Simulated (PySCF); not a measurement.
Simulated C 1s region for `CC(C)[P+](C)(C)[GaH3-]`, binding energy against the vacuum level.

Every computed line was given a Gaussian of 0.7 eV full width at half maximum and an area set by the number of equivalent atoms; the highest printed point is 100. Computed, not measured: delta-SCF UKS SCAN, pcX-2 on the ionised atom, pcseg-1 elsewhere, spin-free X2C in PySCF 2.14.0.

(binding energy (eV), intensity): (289.8, 0), (289.9, 0), (290.0, 1), (290.1, 3), (290.2, 7), (290.3, 15), (290.4, 26), (290.5, 43), (290.6, 62), (290.7, 81), (290.8, 95), (290.9, 100), (291.0, 94), (291.1, 80), (291.2, 61), (291.3, 42), (291.4, 26), (291.5, 14), (291.6, 7), (291.7, 3), (291.8, 1), (291.9, 0), (292.0, 0)

Problem. Count the maxima, the lines and the sites behind this envelope.

Solution. The curve has 1 maximum (at 290.9 eV). Under it lie 3 lines from 3 inequivalent carbon sites. At this width some lines have no maximum of their own.

Problem. Decompose the envelope and assign each component. Numbering: `[CH3:1][CH:2]([CH3:3])[P+:4]([CH3:5])([CH3:6])[GaH3-:7]`.

Solution. 
```tsv
position (eV)	relative area	line	atoms	environment
290.82	2	C 1s	C1/C3	methyl carbon
290.93	1	C 1s	C2	sp3 carbon bound to phosphorus
290.96	2	C 1s	C5/C6	sp3 carbon bound to phosphorus
```

Problem. What are the centre and the root-mean-square width of the whole band?

Solution. The area-weighted mean of the lines is 290.90 eV. Their own spread about it is 0.06 eV (rms) and each Gaussian has σ = 0.7/2.355 = 0.30 eV; the variances add, which gives 0.30 eV.

The 3 C 1s values lie within 0.14 eV of each other; Gaussian lines of 0.5 eV full width would blend them into one maximum.

Shake-up satellites, vibrational structure and lifetime widths aren't simulated. The first atom of each set that the bonding makes equivalent was ionised and stands for the set. The structure is a single PBE0-D3(BJ)/def2-SVP conformer in the gas phase; no vibrational or solvent corrections.

The run took 94 s wall on one thread of an Arm Neoverse V2 (shared host), and the process peaked at 0.63 GiB of memory.

Conformer computed: `[CH3:1][CH:2]([CH3:3])[P+:4]([CH3:5])([CH3:6])[GaH3-:7]`: C1–C2–P4–C5 -64°.
